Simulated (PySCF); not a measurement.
Br2Ge, charge -1, doublet, geometry from GFN2-xTB (a state made from the parent by changing its charge; the spin is typed, not shown lowest) (in this run its highest filled SCF level lies above zero, so its values depend strongly on the basis, on diffuse functions most of all); R2SCAN/6-311G** run with PySCF.

Here is a job for PySCF.
```python
from pyscf import gto, scf, dft

mol = gto.Mole()
mol.atom = '''
    Ge    0.01772041    0.00659318    1.06702307
    Br    1.10832851   -1.68300099   -0.49594218
    Br   -1.12453002    1.67697294   -0.47962177
'''
mol.basis = '6-311g**'
mol.charge = -1
mol.spin = 1
mol.verbose = 4
mol.build()

mf = dft.UKS(mol)
mf.xc = 'r2scan'
mf.kernel()
```

It wrote (shortened):

```
PySCF version 2.14.0

[INPUT] verbose = 4
[INPUT] num. atoms = 3
[INPUT] num. electrons = 103
[INPUT] charge = -1
[INPUT] spin (= nelec alpha-beta = 2S) = 1
[INPUT] symmetry False subgroup None
[INPUT] Mole.unit = angstrom
[INPUT] Symbol           X                Y                Z      unit          X                Y                Z       unit  Magmom
[INPUT]  1 Ge     0.017720410000   0.006593180000   1.067023070000 AA    0.033486721715   0.012459304490   2.016381370893 Bohr   0.0
[INPUT]  2 Br     1.108328510000  -1.683000990000  -0.495942180000 AA    2.094437339947  -3.180410938472  -0.937194893820 Bohr   0.0
[INPUT]  3 Br    -1.124530020000   1.676972940000  -0.479621770000 AA   -2.125053756652   3.169019574907  -0.906353788679 Bohr   0.0

nuclear repulsion = 626.084142526092
number of shells = 54
number of NR pGTOs = 252
number of NR cGTOs = 132
basis = 6-311g**
ecp = {}

******** <class 'pyscf.dft.uks.UKS'> ********
method = UKS
initial guess = minao
damping factor = 0
level_shift factor = 0
DIIS = <class 'pyscf.scf.diis.CDIIS'>
diis_start_cycle = 1
diis_space = 8
diis_damp = 0
SCF conv_tol = 1e-09
SCF conv_tol_grad = None
SCF max_cycles = 50
direct_scf = True
direct_scf_tol = 1e-13
number electrons alpha = 52  beta = 51
XC library pyscf.dft.libxc version 7.1.2
    S. Lehtola, C. Steigemann, M. J. T. Oliveira, and M. A. L. Marques,  SoftwareX 7, 1–5 (2018)
XC functionals = r2scan
    J. W. Furness, A. D. Kaplan, J. Ning, J. P. Perdew, and J. Sun,  J. Phys. Chem. Lett. 11, 8208–8215 (2020)
    J. W. Furness, A. D. Kaplan, J. Ning, J. P. Perdew, and J. Sun,  J. Phys. Chem. Lett. 11, 9248–9248 (2020)
    J. W. Furness, A. D. Kaplan, J. Ning, J. P. Perdew, and J. Sun,  J. Phys. Chem. Lett. 11, 8208–8215 (2020)
    J. W. Furness, A. D. Kaplan, J. Ning, J. P. Perdew, and J. Sun,  J. Phys. Chem. Lett. 11, 9248–9248 (2020)
radial grids:
    Treutler-Ahlrichs [JCP 102, 346 (1995); DOI:10.1063/1.469408] (M4) radial grids

becke partition: Becke, JCP 88, 2547 (1988); DOI:10.1063/1.454033
pruning grids: <function nwchem_prune>
grids dens level: 3
symmetrized grids: False
atomic radii adjust function: <function treutler_atomic_radii_adjust>
small_rho_cutoff = 0
Set gradient conv threshold to 3.16228e-05
tot grids = 61488
init E= -7216.09698902201

cycle= 1 E= -7225.19234427093  delta_E= -9.1  |g|=  2.2  |ddm|=  1.3
cycle= 2 E= -7225.13505770052  delta_E= 0.0573  |g|= 1.06  |ddm|= 0.865
cycle= 3 E= -7225.18881466628  delta_E= -0.0538  |g|= 0.729  |ddm|= 1.07
cycle= 4 E= -7225.30530204316  delta_E= -0.116  |g|= 0.167  |ddm|= 0.658
cycle= 5 E= -7225.31013192635  delta_E= -0.00483  |g|= 0.0221  |ddm|= 0.111
cycle= 6 E= -7225.31025070565  delta_E= -0.000119  |g|= 0.0128  |ddm|= 0.0428
cycle= 7 E= -7225.31037621048  delta_E= -0.000126  |g|= 0.00115  |ddm|= 0.0198
cycle= 8 E= -7225.3103773359  delta_E= -1.13e-06  |g|= 0.000356  |ddm|= 0.00274
cycle= 9 E= -7225.3103774703  delta_E= -1.34e-07  |g|= 0.000103  |ddm|= 0.000817
cycle= 10 E= -7225.31037748084  delta_E= -1.05e-08  |g|= 3.29e-05  |ddm|= 0.000289
cycle= 11 E= -7225.31037748218  delta_E= -1.34e-09  |g|= 5.97e-06  |ddm|= 0.000104
cycle= 12 E= -7225.31037748221  delta_E= -2.73e-11  |g|= 2.31e-06  |ddm|= 2.11e-05
Extra cycle  E= -7225.31037748222  delta_E= -1.46e-11  |g|= 3.25e-06  |ddm|= 7.09e-06
converged SCF energy = -7225.31037748222  <S^2> = 0.75580471  2S+1 = 2.0057963
```
